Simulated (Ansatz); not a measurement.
GeHMe2(SiH3) (C2H10GeSi). The state is a singlet with charge 0. Geometry r2SCAN-D4/def2-SVP, basis def2-TZVP, Ansatz.

```tsv
run	HOMO (eV)	LUMO (eV)
A	-6.62	-0.31
B	-6.87	0.00
C	-6.58	-0.22
D	-7.71	0.48
E	-7.32	0.10
F	-10.27	2.55
```

LC-ωPBE has ω = 0.4 bohr⁻¹. HSE06 is defined as in plane-wave codes, on full-range PBE exchange.

The runs used HSE06, LC-ωPBE, PBE, PBE0, r2SCAN, revPBE. Estimate which is which.

A PBE (0 % exact exchange); B r2SCAN (0 % exact exchange); C revPBE (0 % exact exchange); D PBE0 (25 % exact exchange); E HSE06 (range-separated); F LC-ωPBE (range-separated). Exact exchange lowers occupied and raises empty levels; among semilocal functionals meta-GGAs tend to open the gap a little, and such runs are hard to tell apart. The gap grows from 6.31 eV (PBE) to 12.82 eV (LC-ωPBE).
